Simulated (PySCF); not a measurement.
BeFCl, SMILES [Be]([Cl])[F].

Geometry: PBE-D3(BJ)/def2-TZVP.

Computed with TDDFT-M06-2X/def2-TZVPD (PySCF).

Vertical excitations; the highest root listed may be one member of a degenerate set. The molecule is in vacuum. State labels are in the subgroup C2v.

Computed excitation energies, oscillator strengths and character:
```tsv
state	symmetry	energy (eV)	λ (nm)	f	main pairs
S1	B2	7.78	159	0.060	HOMO→LUMO (degenerate set)
S2	B1	7.78	159	0.060	HOMO−1→LUMO (degenerate set)
S3	A2	8.31	149	0.000	HOMO→LUMO+1 34 %, HOMO−1→LUMO+2 34 %, HOMO→LUMO+5 10 %, HOMO−1→LUMO+6 10 %
S4	A1	8.49	146	0.000	HOMO→LUMO+2, HOMO−1→LUMO+1, HOMO−1→LUMO+5, HOMO→LUMO+6 (degenerate set)
S5	A2	8.49	146	0.000	HOMO−1→LUMO+2, HOMO→LUMO+1, HOMO−1→LUMO+6, HOMO→LUMO+5 (degenerate set)
S6	A1	9.16	135	0.024	HOMO−2→LUMO 32 %, HOMO−1→LUMO+1 26 %, HOMO→LUMO+2 26 %
S7	B2	9.69	128	0.029	HOMO→LUMO+3 (degenerate set)
S8	B1	9.69	128	0.029	HOMO−1→LUMO+3 (degenerate set)
S9	A1	9.99	124	0.314	HOMO−2→LUMO 58 %, HOMO−1→LUMO+1 18 %, HOMO→LUMO+2 18 %
S10	A2	10.05	123	0.000	HOMO→LUMO+5 38 %, HOMO−1→LUMO+6 38 %, HOMO→LUMO+1 11 %, HOMO−1→LUMO+2 11 %
T1	B1	7.54	164	0	HOMO−1→LUMO (degenerate set)
T2	B2	7.54	164	0	HOMO→LUMO (degenerate set)
T3	A1	7.91	157	0	HOMO−1→LUMO+1 29 %, HOMO→LUMO+2 29 %, HOMO−1→LUMO+5 12 %, HOMO→LUMO+6 12 %
T4	A1	8.21	151	0	HOMO→LUMO+2 33 %, HOMO−1→LUMO+1 33 %, HOMO→LUMO+6 11 %, HOMO−1→LUMO+5 11 %
```
Triplets are in the Tamm–Dancoff approximation, which puts them higher than full response would, so one can lie above its singlet here.
